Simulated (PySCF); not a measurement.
## Bond curve of TbI

Set-up: basis Tb x2c-SVPall, I x2c-SVPall; spin-free X2C with a Gaussian nucleus; PySCF 2.14. Energies in eV from Tb (4f9 6s2) + I in their ground configurations at the same level. State: septet, about 8.0 electrons in the 4f shell (Mulliken), real f orbitals that mix terms.

```
R (Å)  M06-2X
2.432  -3.011
2.545  -3.586
2.658  -3.888
2.743  -3.987
2.828  -4.006
2.913  -3.966
3.026  -3.847
3.167  -3.630
3.337  -3.316
3.563  -2.862
```

**Question.** Put a parabola through the three lowest points of the M06-2X curve and estimate Re, k and ωe (reduced mass 70.56 u; 1 eV/Å² = 0.16022 mdyn/Å; ωe = 1302.8·√(k/μ) cm⁻¹).

**Answer.** Through R = 2.743, 2.828, 2.913 Å the second-order coefficient is 4.08 eV/Å², so Re ≈ 2.813 Å, k ≈ 1.31 mdyn/Å and ωe ≈ 177 cm⁻¹. A polynomial fit of higher order to the unrounded M06-2X energies gives Re = 2.809 Å, k = 1.40 mdyn/Å, ωe = 183 cm⁻¹; anharmonicity and rounding make the difference.

The higher-order fit for each curve: M06-2X: Re = 2.809 Å, ωe = 183 cm⁻¹, De = 4.01 eV.

These are scalar-relativistic numbers at best; spin–orbit coupling would shift them, the dissociation energy most. With d or f electrons several states lie close, and the lowest PBE0 determinant need not be the measured ground state.
